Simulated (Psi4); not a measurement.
Rb (SMILES [Rb]), doublet (all electrons, no relativity); HF/3-21G (Psi4).

The Psi4 input:
```
memory 2 GB

molecule {
0 2
  Rb    0.00000000    0.00000000    0.00000000
}

set basis 3-21g
set reference uhf
set scf_type pk

energy('scf')
print_variables()
```

What the program printed (banner, timings and long lists left out):

```
   => Loading Basis Set <=

    Name: 3-21G
    Role: ORBITAL
    Keyword: BASIS

         ---------------------------------------------------------
                                   SCF
               by Justin Turney, Rob Parrish, Andy Simmonett
                          and Daniel G. A. Smith
                              UHF Reference
         ---------------------------------------------------------

  ==> Geometry <==

    Molecular point group: d2h
    Geometry (in Angstrom), charge = 0, multiplicity = 2:

       Center              X                  Y                   Z               Mass
    ------------   -----------------  -----------------  -----------------  -----------------
         RB           0.000000000000     0.000000000000     0.000000000000    84.911789737900

  Running in d2h symmetry.

  Rotational constants: A = ************  B = ************  C = ************ [cm^-1]
  Rotational constants: A = ************  B = ************  C = ************ [MHz]
  Nuclear repulsion =    0.000000000000000

  Charge       = 0
  Multiplicity = 2
  Electrons    = 37
  Nalpha       = 19
  Nbeta        = 18

  ==> Algorithm <==

  SCF Algorithm Type is PK.
  DIIS enabled.
  MOM disabled.
  Fractional occupation disabled.
  Guess Type is CORE.
  Energy threshold   = 1.00e-06
  Density threshold  = 1.00e-06
  Integral threshold = 1.00e-12

  ==> Primary Basis <==

  Basis Set: 3-21G
    Blend: 3-21G
    Number of shells: 12
    Number of basis functions: 27
    Number of Cartesian functions: 27
    Spherical Harmonics?: false
    Max angular momentum: 2

  ==> Integral Setup <==

  Using in-core PK algorithm.
   Calculation information:
      Number of atoms:                   1
      Number of AO shells:              12
      Number of primitives:             30
      Number of atomic orbitals:        27
      Number of basis functions:        27

      Integral cutoff                 1.00e-12
      Number of threads:                 1

  Performing in-core PK
  Using 143262 doubles for integral storage.
  We computed 3081 shell quartets total.
  Whereas there are 3081 unique shell quartets.

  ==> DiskJK: Disk-Based J/K Matrices <==

    J tasked:                  Yes
    K tasked:                  Yes
    wK tasked:                  No
    Schwarz Cutoff:          1E-12

  Minimum eigenvalue in the overlap matrix is 5.9359328412E-03.
  Reciprocal condition number of the overlap matrix is 1.9109661619E-03.
    Using symmetric orthogonalization.

[...]
  Energy and wave function converged.

  ==> Post-Iterations <==

   @Spin Contamination Metric:   2.727467935E-04
   @S^2 Expected:                7.500000000E-01
   @S^2 Observed:                7.502727468E-01
   @S   Expected:                5.000000000E-01
   @S   Observed:                5.000000000E-01

    Orbital Energies [Eh]
    ---------------------

    Alpha Occupied:

[...]
       7Ag    -0.137439

    Alpha Virtual:

[...]
    Beta Occupied:

[...]
    Beta Virtual:

[...]
    Final Occupation by Irrep:
             Ag   B1g   B2g   B3g    Au   B1u   B2u   B3u
    DOCC [     6,    1,    1,    1,    0,    3,    3,    3 ]
    SOCC [     1,    0,    0,    0,    0,    0,    0,    0 ]
    NA   [     7,    1,    1,    1,    0,    3,    3,    3 ]
    NB   [     6,    1,    1,    1,    0,    3,    3,    3 ]

  @UHF Final Energy: -2924.71349414576662

   => Energetics <=

    Nuclear Repulsion Energy =              0.0000000000000000
    One-Electron Energy =               -4065.2603200442135858
    Two-Electron Energy =                1140.5468258984467411
    Total Energy =                      -2924.7134941457670720

  UHF NO Occupations:
  HONO-2 :    3B2u 1.9999546
  HONO-1 :    3B1u 1.9999546
  HONO-0 :    7 Ag 1.0000000
  LUNO+0 :    4B3u 0.0000454
  LUNO+1 :    4B2u 0.0000454
  LUNO+2 :    4B1u 0.0000454
  LUNO+3 :    8 Ag 0.0000001

Computation Completed

Properties will be evaluated at   0.000000,   0.000000,   0.000000 [a0]

Properties computed using the SCF density matrix

 Multipole Moments:

 ------------------------------------------------------------------------------------
     Multipole            Electronic (a.u.)      Nuclear  (a.u.)        Total (a.u.)
 ------------------------------------------------------------------------------------

 L = 1.  Multiply by 2.5417464519 to convert [e a0] to [Debye]
 Dipole X            :          0.0000000            0.0000000            0.0000000
 Dipole Y            :          0.0000000            0.0000000            0.0000000
 Dipole Z            :          0.0000000            0.0000000            0.0000000
 Magnitude           :                                                    0.0000000

 ------------------------------------------------------------------------------------

  Variable Map:
  ----------------------------------------------------------------------------
[...]
  Array Variable Map:
  ----------------------------------------------------------------------------
[...]
[...]
```
